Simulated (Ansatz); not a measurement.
`CC([SiH3])NP`, charge 0, multiplicity 1.

(1) Give a relaxed structure at PBE0-D4/def2-TZVP (Ansatz 0.2.0). (Estimate.)

## Answers

(1) The calculation gave: 
Cartesian coordinates in Å:
```
C 0.469 0.771 1.584
C -0.324 0.185 0.421
Si -0.223 1.350 -1.081
N 0.151 -1.160 0.139
P 0.000 -1.820 -1.411
H 1.525 0.875 1.324
H 0.407 0.116 2.461
H 0.083 1.750 1.876
H -1.390 0.180 0.707
H 1.133 1.327 -1.689
H -0.480 2.711 -0.533
H -1.255 1.075 -2.112
H 0.088 -1.778 0.936
H -1.125 -2.702 -1.323
H 0.939 -2.878 -1.298
```
This is one stationary point; other conformers may exist.
